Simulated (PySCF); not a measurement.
Telling isomers of C$_{6}$H$_{10}$Si apart by NMR

PySCF calculation with NMR shieldings at PBE0/pcSseg-1/GIAO and geometry from GFN2-xTB; rapidly exchanging positions averaged, no solvent, no relativistic terms, single conformer.

δ = σ(ref) − σ, references computed at the same level: ¹H (σ = 31.72 ppm), ¹³C (σ = 186.93 ppm) against TMS. Where no couplings were computed, multiplicities follow the n + 1 count of equivalent neighbours, and m marks all less simple cases (inequivalent or close neighbours, rings, F or P nearby). Shifts are as computed. Against solution values, carbons near 30 ppm lie about +3 ppm off and those near 130 ppm about +5 ppm. Of 1211 compounds with measured shifts, 218 miss one by over three times the rms of a fit or turn the order of signals round; such compounds aren't used in these exercises.

(1) Tabulate the signals of `C=C[C@@H]1[SiH2][C@H]1C=C`, `C#C[Si]1(C)CCC1`, `C=C(C)C#CC[SiH3]` and their relative energies.

(2) What is the quickest way to tell C=C[C@@H]1[SiH2][C@H]1C=C from C#C[Si]1(C)CCC1?

(3) What is the quickest way to tell C=C[C@@H]1[SiH2][C@H]1C=C from C=C(C)C#CC[SiH3]?

(4) What is the quickest way to tell C#C[Si]1(C)CCC1 from C=C(C)C#CC[SiH3]?

Answers

(1) 
```tsv
SMILES	carbon types	δC	δH	E rel. (kcal/mol)
C=C[C@@H]1[SiH2][C@H]1C=C	4×CH 2×CH2	150.2, 112.0, 25.8	7.08 (m, 2H), 4.99 (m, 2H), 4.68 (m, 2H), 3.00 (m, 2H), 1.95 (m, 2H)	22.5
C#C[Si]1(C)CCC1	1×C 1×CH 3×CH2 1×CH3	104.6, 92.1, 19.3, 19.1, 2.2	2.24 (m, 1H), 2.13 (m, 1H), 2.11 (s, 1H), 1.58 (m, 2H), 1.53 (m, 2H), 0.40 (s, 3H)	0.0
C=C(C)C#CC[SiH3]	3×C 2×CH2 1×CH3	135.2, 127.4, 97.1, 87.4, 27.2, 1.2	5.52 (m, 1H), 5.47 (m, 1H), 3.97 (t, 3H), 2.00 (q, 2H), 1.95 (s, 3H)	17.0
```

Energies are electronic energies at PBE0/pcSseg-1 on these geometries, without zero-point or thermal terms, each for the one conformer computed, which needn't be the lowest.

(2) Count the carbon signals: 3 against 5. The first has a terminal =CH2 carbon at 112.0 ppm, the second an alkyne carbon (C) at 92.1 ppm. Their most deshielded carbons lie at 150.2 and 104.6 ppm. In the proton spectra the most deshielded non-exchanging signals are 7.08 (m, 2H) and 2.24 (m, 1H).

(3) Count the carbon signals: 3 against 6. The first has an alkene CH at 150.2 ppm, the second a fully substituted alkene carbon (C) at 135.2 ppm. In the proton spectra the most deshielded non-exchanging signals are 7.08 (m, 2H) and 5.52 (m, 1H).

(4) Count the carbon signals: 5 against 6. The first has a terminal alkyne carbon (CH) at 104.6 ppm, the second a terminal =CH2 carbon at 127.4 ppm. Their most deshielded carbons lie at 104.6 and 135.2 ppm. In the proton spectra the most deshielded non-exchanging signals are 2.24 (m, 1H) and 5.52 (m, 1H).
